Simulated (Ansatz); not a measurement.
BFO, charge -1, doublet, at a GFN2-xTB geometry (a state made from the parent by changing its charge; the spin is typed, not shown lowest) (a gas-phase anion, which may not be bound at this level).

Here is a job for Ansatz (a quantum-chemistry and plane-wave program).
Ansatz 0.2 input:
```yaml
crystal:
  periodic: [false, false, false]
  atoms:
    - {symbol: F, position_ang: [-1.24683535, 0.25242514, 0.11009263]}
    - {symbol: B, position_ang: [0.20092821, -0.49119948, -0.30936392]}
    - {symbol: O, position_ang: [1.27710964, 0.02302140, 0.06949823]}
basis:
  gaussian:
    orbitals: cc-pVDZ
total_charge: -1
magnetization: {spin_polarized: true, initial_magnetization: 1}
correlation: {method: mp2}
```

**Question.** What SCF-reference <S^2> does MP2/cc-pVDZ in Ansatz give?

**Answer.** 0.765

**Question.** What is the computed total energy (MP2/cc-pVDZ)?

**Answer.** -199.4691 Eh

**Question.** What is the computed number of basis functions (MP2/cc-pVDZ)?

**Answer.** 42

**Question.** What is the computed MP2 correlation energy (MP2/cc-pVDZ)?

**Answer.** -0.4472 Eh

A gas-phase anion may not be bound at this level; its values then depend on the basis.
